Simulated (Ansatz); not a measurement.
`[SiH3]SS[SiH3]` + `[OH][AlH][SiH3]` → `[SiH3][O][AlH][SiH3]` + `[SiH3]SS`  (ligand exchange at the Si–S bond)

Isolated molecules relaxed with PBE0-D4/def2-TZVP in Ansatz; ΔE leaves out vibrations. CCSD(T)/CBS adds triple-zeta CCSD(T) − MP2 to the extrapolated MP2 energy (def2 sets, frozen cores). Functionals use def2-TZVPP. Each species was taken in one conformer, which may not be the lowest.

| level | ΔE (kJ/mol) | difference from CCSD(T)/CBS |
| --- | --- | --- |
| r2SCAN-D4 | -44.6 | 1.3 |
| PBE0-D4 | -37.6 | 8.3 |
| ωB97M-V | -47.3 | -1.4 |
| B2PLYP | -53.2 | -7.3 |
| PBE | -34.8 | 11.1 |
| PBE0 | -41.0 | 4.9 |
| HF/def2-TZVPP | -76.2 | -30.3 |
| MP2/def2-TZVPP | -45.7 | 0.2 |
| CCSD/def2-TZVPP | -55.2 | -9.3 |
| CCSD(T)/def2-TZVPP | -50.0 | -4.1 |
| CCSD(T)/CBS | -45.9 | 0 |

Largest T1 diagnostic among the species: 0.014.

From PBE to PBE0 (25 % exact exchange), in def2-TZVPP and without D4, ΔE moves by −6.2 kJ/mol. The D4 term adds +6.7 kJ/mol with B3LYP and +3.4 kJ/mol with PBE0; it sums over pairs of atoms, weighted by their polarisabilities, and B3LYP, whose exchange is more repulsive, gets the larger term.

B3LYP here is the variant with VWN-RPA as its local correlation; programs differ in this.
